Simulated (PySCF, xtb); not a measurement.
Si(Cl)(H)2(SeH) (ClH3SeSi), SMILES Cl[SiH2][SeH]. The values are those of a single conformer.

Harmonic wavenumbers (cm⁻¹) from GFN2-xTB (xtb) at its own minimum, in rising order: 110, 130, 364, 465, 518, 556, 599, 669, 768, 2081, 2282, 2304.

Task: What does PySCF with TPSSh-D3(BJ)/def2-SVP give at its own minimum? (An estimate is asked for; the answer gives what the named calculation found.)

Result: 64, 127, 402, 551, 565, 650, 659, 863, 978, 2271, 2278, 2415. Paired by order, the mean absolute difference is 90 cm⁻¹ and the zero-point energies are 15.5 and 16.9 kcal/mol.
